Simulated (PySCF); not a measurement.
# Spin-rotation constants: SMILES c1cccc2c1nccc2, C9H7N

Cartesian coordinates in Å; atom numbers follow the order of the lines, from 1:
```xyz
17

C    -2.2607    0.7892    0.0013
C    -2.3765   -0.6032   -0.1426
C    -1.2635   -1.3952   -0.1835
C     0.0207   -0.8209   -0.0820
N     1.0987   -1.6299   -0.1288
C     2.2829   -1.0963   -0.0356
C     2.5157    0.2837    0.1137
C     1.4392    1.1259    0.1643
C     0.1386    0.5891    0.0652
C    -1.0301    1.3752    0.1040
H    -3.1550    1.3945    0.0299
H    -3.3596   -1.0436   -0.2211
H    -1.3325   -2.4659   -0.2937
H     3.1164   -1.7868   -0.0795
H     3.5264    0.6558    0.1854
H     1.5654    2.1943    0.2779
H    -0.9332    2.4462    0.2154
```

Theory: PySCF, GIAO B3LYP/aug-pcSseg-1 magnetisability, rotational g tensor and spin-rotation constants, non-relativistic, gas phase. Geometry: GFN2-xTB.

(1) Give the nuclear spin-rotation constants along the inertial axes (H = +C I·J) beside the isotropic shieldings.

Results:

(1) Rotational constants 3.1969, 1.2871, 0.9176 GHz. A star marks the isotopologue with that one atom substituted, in its own axes.
| atom | isotope | Caa (kHz) | Cbb (kHz) | Ccc (kHz) | mean (kHz) | σ (ppm) |
| --- | --- | --- | --- | --- | --- | --- |
| N5 | 14N | 1.044 | 0.274 | 0.018 | 0.445 | -96.9 |
| H11 | 1H | 0.216 | -0.075 | -0.087 | 0.018 | 24.1 |
| H12 | 1H | 0.201 | -0.065 | -0.087 | 0.016 | 23.9 |
| H13 | 1H | -0.324 | 0.162 | -0.086 | -0.083 | 23.3 |
| H14 | 1H | 0.204 | -0.055 | -0.071 | 0.026 | 22.6 |
| H15 | 1H | 0.224 | -0.080 | -0.091 | 0.018 | 24.3 |
| H16 | 1H | -0.331 | 0.155 | -0.087 | -0.088 | 23.5 |
| H17 | 1H | -0.322 | 0.149 | -0.088 | -0.087 | 23.8 |
| C1 | 13C* | 1.464 | 0.513 | 0.103 | 0.694 | 49.0 |
| C2 | 13C* | 1.463 | 0.529 | 0.106 | 0.699 | 45.9 |
| C3 | 13C* | 1.179 | 0.633 | 0.131 | 0.647 | 42.2 |
| C4 | 13C* | 1.599 | 0.590 | 0.115 | 0.768 | 25.0 |
| C6 | 13C* | 1.607 | 0.529 | 0.150 | 0.762 | 24.9 |
| C7 | 13C* | 1.393 | 0.500 | 0.108 | 0.667 | 55.0 |
| C8 | 13C* | 1.219 | 0.652 | 0.119 | 0.663 | 38.5 |
| C9 | 13C* | 1.450 | 0.587 | 0.073 | 0.703 | 46.0 |
| C10 | 13C* | 1.152 | 0.621 | 0.125 | 0.632 | 47.3 |

For the geometry as given, no vibrational averaging.
